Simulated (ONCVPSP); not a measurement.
## What one change does to a pseudopotential (technetium (Tc), ONCV)

```json
{
  "Element": "technetium (Tc)",
  "Generator": "ONCVPSP 4.0.1",
  "Type": "optimised norm-conserving Vanderbilt (ONCV)",
  "Functional": "LDA (Perdew-Zunger)",
  "Relativity": "scalar-relativistic",
  "Frozen core": "[Ar] 3d10 4s2",
  "Valence charge": "13",
  "Reference configuration": "4p6 4d5 5s1.75 5p0.25",
  "Partial waves": "5s: rc 2.75 bohr, ncon 3, nbas 7, qcut 2.1 1/bohr, 2 projectors, debl 3 Ha; 4p+5p: rc 1.80 bohr, ncon 4, nbas 9, qcut 7.1 1/bohr, 3 projectors, debl 1.4 Ha; 4d: rc 1.40 bohr, ncon 4, nbas 9, qcut 8.1 1/bohr, local",
  "Local potential": "the d channel",
  "Core correction": "none"
}
```

Change: s: debl 1.8.

Cutoffs: the cutoffs (Ha) at which the residual kinetic energy of the hardest occupied pseudo-wave falls to 1 and 0.1 mHa per electron; they do not see the model core or the augmentation charge, which bear on the density cutoff. Errors are all-electron minus pseudo energies relative to the spin-unpolarised reference configuration.

Question: How do hardness, ghosts and transferability respond?

Answer: The potential gets neither clearly harder nor softer (24 Ha and 29 Ha → 24 Ha and 29 Ha); both files keep a bound ghost (s); of the 4 tests that both files solve, the error grows in 0 and shrinks in 2 by more than 15 % and 0.3 meV (median size 9.9 → 3.6 meV).

| quantity | base | changed |
| --- | --- | --- |
| cutoff, loose | 24 Ha | 24 Ha |
| cutoff, tight | 29 Ha | 29 Ha |
| bound ghosts | s | s |
| GHOST(+) flags under 300 eV | none | none |
| error for 4p6 4d5 5s2 5p0, meV [ΔE -0.94 eV] | -0.6 | -0.4 |
| error for 4p6 4d5 5s1 5p0, meV [ΔE 7.49 eV] | -6.3 | -2.9 |
| error for 4p6 4d5 5s0 5p0, meV [ΔE 22.69 eV] | -26 | -24 |
| error for 4p6 4d4 5s2 5p0, meV [ΔE 10.86 eV] | -13 | +4.3 |
| s: phases at 2.79 bohr within 0.05 rad from the reference energy up to (Ha; the scan ends near 5) | n/a | n/a |
| p: phases at 1.83 bohr within 0.05 rad from the reference energy up to (Ha; the scan ends near 5) | to the end of the scan | to the end of the scan |
| d: phases at 1.42 bohr within 0.05 rad from the reference energy up to (Ha; the scan ends near 5) | to the end of the scan | to the end of the scan |

 A true bound ghost makes a file unfit for plane-wave use even where its test errors are small: the radial tests pick states by their node count and pass the ghost by.
